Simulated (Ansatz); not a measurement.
Consider the cleavage of the B–Si bond: `B[SiH]([SiH3])O[SiH3]` + `[BH2][AlH][OH]` → `B[O][AlH][BH2]` + `[SiH3]O[SiH2][SiH3]`.

Isolated molecules relaxed with PBE0-D4/def2-TZVP in Ansatz; ΔE leaves out vibrations. CBS: MP2 limit from def2 TZ/QZ plus the TZ coupled-cluster correction, frozen cores. Functionals use def2-TZVPP. Each species was taken in one conformer, which may not be the lowest.

CCSD(T)/CBS gives -38.1 kcal/mol.

Problem. Another level gave -38.5 kcal/mol. Which?
A. SCS-MP2/def2-TZVPP
B. ωB97X-V/def2-TZVPP
C. PBE0-D4/def2-TZVPP
D. PBE-D4/def2-TZVPP

Solution. B. ωB97X-V -38.5, SCS-MP2/def2-TZVPP -40.3, PBE0-D4 -36.7, PBE-D4 -35.5 kcal/mol.

Largest T1 diagnostic among the species: 0.014.

From PBE to PBE0 (25 % exact exchange), in def2-TZVPP and without D4, ΔE moves by −1.1 kcal/mol. In def2-TZVPP, CCSD(T) changes the Hartree–Fock value by +4.8 kcal/mol (the triples alone add +0.4 kcal/mol) and MP2 by +3.7 kcal/mol.
